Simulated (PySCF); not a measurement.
**Electron correlation in As²⁺ (arsenic, charge +2)**

Starting occupation: [Ar] 3d10 4s2 4p1, 4p3/2 with m_j = +3/2. Calculation: PySCF 2.14, in x2c-TZVPall-2c with one added diffuse shell each of s, p, d type (7s8p5d1f, 63 functions); X2C-1e with screened-nucleus spin-orbit coupling, Gaussian nucleus. Frozen: [Ne]; 21 electrons correlated.

MP2 pair energies summed by pair of shells (mhartree):

```
       pair  energy  share (%)
3d3/2-3d5/2  -50.37       15.9
3d5/2-3d5/2  -34.66       11.0
3d5/2-3p3/2  -33.15       10.5
3d3/2-3p3/2  -22.64        7.2
4s1/2-4s1/2  -22.27        7.0
4p3/2-4s1/2  -20.50        6.5
3d5/2-3p1/2  -17.66        5.6
3d3/2-3d3/2  -14.26        4.5
3p1/2-3p3/2  -12.32        3.9
3d5/2-3s1/2  -11.36        3.6
3d5/2-4s1/2  -11.30        3.6
3d3/2-3p1/2  -10.87        3.4
3p3/2-3p3/2  -10.70        3.4
3p3/2-3s1/2   -7.65        2.4
3d3/2-3s1/2   -7.52        2.4
3d3/2-4s1/2   -7.51        2.4
3d5/2-4p3/2   -4.18        1.3
3p1/2-3s1/2   -3.91        1.2
3p3/2-4s1/2   -3.06        1.0
3d3/2-4p3/2   -2.60        0.8
3p1/2-3p1/2   -2.44        0.8
3p1/2-4s1/2   -1.50        0.5
3s1/2-3s1/2   -1.47        0.5
3p3/2-4p3/2   -0.89        0.3
3s1/2-4s1/2   -0.68        0.2
3p1/2-4p3/2   -0.51        0.2
3s1/2-4p3/2   -0.25        0.1
```

Total MP2 correlation energy: -316.22 mhartree.

This basis was not built for core-valence correlation, so the inner-shell part is incomplete.
